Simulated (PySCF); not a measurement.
A GIAO shielding run with PySCF 2.14.0 with density-fitted response routines (density fitting, non-relativistic, gas phase) on SMILES CSC[SiH2]C(C)(C)F, C$_{5}$H$_{13}$FSSi:

```
$ OMP_NUM_THREADS=1 python probes_run.py task.json out

{"job": {"kind": "nmr", "xc": "PBE0", "basis": "pcSseg-1"}, "charge": 0, "multiplicity": 1}
C      3.398985     0.440688     0.743238
S      2.239227     1.295036    -0.354454
C      1.396386    -0.158202    -1.071540
Si     0.079018    -0.854366     0.115783
C     -1.599120    -0.017175    -0.320947
C     -1.551685     1.503291    -0.282066
C     -2.751044    -0.554968     0.513711
F     -1.856746    -0.388881    -1.658098
H      2.851044    -0.168232     1.456841
H      4.065895    -0.178464     0.148532
H      3.967846     1.206091     1.260414
H      2.169565    -0.878119    -1.330478
H      0.948138     0.196692    -1.997382
H     -0.036409    -2.300744    -0.085747
H      0.396415    -0.542895     1.513651
H     -2.483872     1.917983    -0.663343
H     -0.732757     1.881551    -0.889428
H     -1.407653     1.838342     0.741054
H     -3.692504    -0.107938     0.198030
H     -2.825945    -1.633593     0.400019
H     -2.583706    -0.324451     1.561738
```

Hardware: 1 thread of an Arm Neoverse N1, shared host. The job also computes population analyses, field gradients.

Problem. How large is the calculation?

Solution. 82 electrons, 215 basis functions and 1160 auxiliary functions.

Problem. How long does it take, and how much memory does it need?

Solution. 95 s of wall time, with 13 SCF cycles and 5 response iterations; peak memory 0.96 GiB. Times on a shared host scatter by some tens of per cent.
